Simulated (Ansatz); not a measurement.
Compare A (`[F][GeH]1[CH2]C[CH2]1`) with its isomer B (`C[C]1(F)[CH2][GeH2]1`).

Gas-phase electronic energies from Ansatz, PBE0-D4/def2-TZVP geometries. CCSD(T)/CBS adds triple-zeta CCSD(T) − MP2 to the extrapolated MP2 energy (def2 sets, frozen cores). DFT in def2-TZVPP. B3LYP here is the variant with VWN-RPA as its local correlation; programs differ in this. For Ge outer-core shells are correlated without core-valence functions, which leaves a few kJ/mol of doubt a bond. Scalar relativity is left out up to krypton.

Question: Which is lower in electronic energy at CCSD(T)/CBS, and by how much? (An estimate is asked.)

Answer: Ansatz gave: A, by 203.7 kJ/mol.

Question: Give E(B) − E(A) in kJ/mol with B2PLYP, CCSD/def2-TZVPP, HF/def2-TZVPP, B3LYP, PBE-D4, MP2/def2-TZVPP, ωB97M-V. (An estimate is asked.)

Answer: The calculation gave: B2PLYP 204.8, CCSD/def2-TZVPP 210.7, HF/def2-TZVPP 222.2, B3LYP 196.8, PBE-D4 187.9, MP2/def2-TZVPP 215.5, ωB97M-V 202.9. None reverses the order clearly.

Largest T1 diagnostic: 0.011.

From PBE to PBE0 (25 % exact exchange), in def2-TZVPP and without D4, E(B) − E(A) moves by +10.4 kJ/mol. In def2-TZVPP, CCSD(T) changes the Hartree–Fock value by −15.2 kJ/mol (the triples alone add −3.7 kJ/mol) and MP2 by −6.7 kJ/mol.
